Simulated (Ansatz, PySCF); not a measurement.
This Ansatz (a program for electronic structure) input computes a PBE/def2-TZVPD energy:

Ansatz 0.2 input:
```yaml
crystal:
  periodic: [false, false, false]
  atoms:
    - {symbol: Al, position_ang: [0.22018310, -0.25849990, 0.22286517]}
    - {symbol: C, position_ang: [2.02765985, -0.61938319, -0.40107859]}
    - {symbol: H, position_ang: [2.55087225, -1.34527090, 0.22459905]}
    - {symbol: H, position_ang: [2.61954555, 0.30032376, -0.41942594]}
    - {symbol: H, position_ang: [2.01495217, -0.99988840, -1.42621834]}
    - {symbol: C, position_ang: [-0.64719954, -1.00289040, 1.79767938]}
    - {symbol: H, position_ang: [-1.52484530, -1.58990165, 1.51154881]}
    - {symbol: H, position_ang: [-1.00785903, -0.20709137, 2.45516068]}
    - {symbol: H, position_ang: [0.01603305, -1.64875669, 2.37659500]}
    - {symbol: Cl, position_ang: [-0.93022592, 1.09321915, -0.94112420]}
basis:
  gaussian:
    orbitals: def2-TZVPD
hamiltonian:
  xc: {name: PBE}
output: {forces: true}
```

Write an input for the same energy in PySCF and say what it gives.


```python
from pyscf import gto, scf, dft

mol = gto.M(
    atom='''
    Al    0.22018310   -0.25849990    0.22286517
    C     2.02765985   -0.61938319   -0.40107859
    H     2.55087225   -1.34527090    0.22459905
    H     2.61954555    0.30032376   -0.41942594
    H     2.01495217   -0.99988840   -1.42621834
    C    -0.64719954   -1.00289040    1.79767938
    H    -1.52484530   -1.58990165    1.51154881
    H    -1.00785903   -0.20709137    2.45516068
    H     0.01603305   -1.64875669    2.37659500
    Cl   -0.93022592    1.09321915   -0.94112420
    ''',
    basis='def2-tzvpd',
    charge=0,
    spin=0,
    verbose=4,
)

mf = dft.RKS(mol, xc='pbe').density_fit(auxbasis='def2-universal-jkfit')
mf.grids.level = 3
mf.conv_tol = 1e-9
mf.max_cycle = 100
mf.max_memory = 1500
mf.kernel()
if not mf.converged:
    mf = mf.newton()
    mf.kernel(mf.make_rdm1())
mf.analyze()
```
It gives -782.14844 Eh, and Ansatz -782.14834 Eh, a difference of 0.10 mEh, from the treatment of integrals and grids.
